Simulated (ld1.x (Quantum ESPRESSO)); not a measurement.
**Logarithmic derivatives: osmium, TM**

Os (Z = 76), norm-conserving Troullier–Martins (Kleinman–Bylander form), made with ld1.x (Quantum ESPRESSO) 7.5 (PBEsol, scalar-relativistic). Core [Xe] 4f14, reference 5d6 6s2 6p0. Waves: 6s (bound): rc 2.45 bohr; 6p (bound, empty): rc 3.60 bohr; 5d (bound): rc 1.85 bohr. Local part: the d channel. Core correction: Bessel-smoothed model core, default radius (core density twice the valence density).

The phase is arctan(r·u′/u) with u = r·R(r), unwrapped; energies in Ry, scanned from -2 to 5 Ry. A pole is an energy at which the radial function vanishes at the test radius. The pseudo phase is shifted by a multiple of π to meet the all-electron one at the reference energy, and phase errors are pseudo minus all-electron; the curves can meet again beyond the range given. Levels narrower than the energy grid can be missing from the lists of poles.

Q: For each channel, where are the poles, and over which energies does the pseudopotential scatter like the atom?

A:

```
channel  radius (bohr)  reference energy (Ry)  poles, all-electron      poles, pseudo  unbroken range about the reference energy with phases within 0.05 rad  phase error 1 Ry above the reference energy (rad)
      s           3.91                  -0.45          -0.10, 3.33        -0.11, 3.04                                                              below 1.1                                             -0.005
      p           3.91                  -0.09           0.70, 4.41  -0.72, 0.71, 4.17                                                            -0.7 to 2.3                                             +0.004
      d           3.91                  -0.46          -0.40, 2.14        -0.40, 2.13                                                              below 3.7                                             -0.002
```

Note: ghost states, extra bound levels that the all-electron valence spectrum of the same l lacks: s at -57.9 eV, p at -9.8 eV. A true bound ghost makes a file unfit for plane-wave use.

Phases in the p channel:

| E (Ry) | all-electron | pseudo |
| --- | --- | --- |
| -2.00 | 1.375 | 4.516 |
| -1.52 | 1.339 | 4.479 |
| -1.04 | 1.272 | 4.409 |
| -0.56 | 1.087 | 1.099 |
| -0.08 | -0.351 | -0.351 |
| 0.40 | -1.442 | -1.439 |
| 0.88 | -1.621 | -1.617 |
| 1.36 | -1.741 | -1.735 |
| 1.84 | -1.952 | -1.944 |
| 2.32 | -3.164 | -3.212 |
| 2.80 | -4.376 | -4.405 |
| 3.28 | -4.572 | -4.591 |
| 3.76 | -4.651 | -4.668 |
| 4.24 | -4.698 | -4.719 |
| 4.72 | -4.736 | -4.765 |
